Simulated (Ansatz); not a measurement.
Compare A (`O=C[SiH2][SiH3]`) with its isomer B (`C1[SiH2]O[SiH2]1`).

Computed with Ansatz on PBE0-D4/def2-TZVP structures; ΔE is electronic, products minus reactants. CCSD(T)/CBS is the MP2 limit (def2-TZVPP, def2-QZVPP) plus CCSD(T) − MP2 in def2-TZVPP, frozen cores. DFT in def2-TZVPP. B3LYP here is the variant with VWN-RPA as its local correlation; programs differ in this. Each species was taken in one conformer, which may not be the lowest.

A:

```xyz
10

O    -0.969   -2.277    1.124
C    -0.016   -1.542    1.087
Si   -0.177    0.364    0.846
Si    0.139    0.829   -1.428
H     1.012   -1.971    1.166
H     0.893    1.026    1.643
H    -1.518    0.795    1.314
H     0.101    2.297   -1.662
H    -0.928    0.174   -2.228
H     1.463    0.305   -1.860
```

B:

```xyz
10

C     0.162    0.096    1.011
Si   -1.282   -0.128   -0.183
O    -0.239   -0.142   -1.493
Si    1.159    0.054   -0.590
H     0.183    1.039    1.558
H     0.338   -0.729    1.701
H    -2.033   -1.404   -0.060
H    -2.244    1.002   -0.255
H     2.084   -1.097   -0.747
H     1.872    1.308   -0.942
```

(1) Which is lower in electronic energy at CCSD(T)/CBS, and by how much? (An estimate is asked.)

(2) Give E(B) − E(A) in kcal/mol with B2PLYP, B3LYP-D4, LDA (SPW92), PBE0-D4, CCSD(T)/def2-SVP, MP2/def2-TZVPP, CCSD(T)/def2-TZVPP. (Best estimate.)

(3) Does the order hold for the free energy at 298.15 K (harmonic terms from PBE0-D4)? (An estimate is asked.)

Largest T1 diagnostic: 0.016.

## Answers

(1) The calculation gave: B, by 77.4 kcal/mol.

(2) The calculation gave: B2PLYP -74.3, B3LYP-D4 -71.0, LDA (SPW92) -75.8, PBE0-D4 -73.6, CCSD(T)/def2-SVP -61.8, MP2/def2-TZVPP -81.8, CCSD(T)/def2-TZVPP -75.1. None reverses the order clearly.

(3) Computed: Yes: G(B) − G(A) = -70.9 kcal/mol, for one conformer each. Modes under 60 cm⁻¹, often nearly free rotors, make the harmonic entropy too high.

From r2SCAN to r2SCAN0 (25 % exact exchange), in def2-TZVPP and without D4, E(B) − E(A) moves by −3.8 kcal/mol. The D4 term adds −1.1 kcal/mol with B3LYP and −0.5 kcal/mol with PBE0; it sums over pairs of atoms, weighted by their polarisabilities, and B3LYP, whose exchange is more repulsive, gets the larger term.
